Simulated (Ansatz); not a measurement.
`CS[CH](O)[InH2]`, charge 0, multiplicity 1.

Problem. Give a relaxed structure at PBE0-D4/def2-TZVP (Ansatz). (Best estimate.)

Solution. The calculation gave: 
Z-matrix (Å, degrees):
```
C
S 1 1.800
H 1 1.090 2 111.1
H 1 1.091 2 110.3 3 -122.2
H 1 1.090 2 107.4 3 118.7
C 2 1.870 1 100.2 3 53.7
In 2 2.816 1 103.8 3 2.0
O 6 1.388 2 111.6 1 142.2
H 6 1.095 2 105.2 1 18.6
H 7 1.722 2 104.4 1 -18.9
H 7 1.712 2 110.7 1 -158.4
H 8 0.965 6 109.4 2 -63.7
```
This is one stationary point; other conformers may exist.
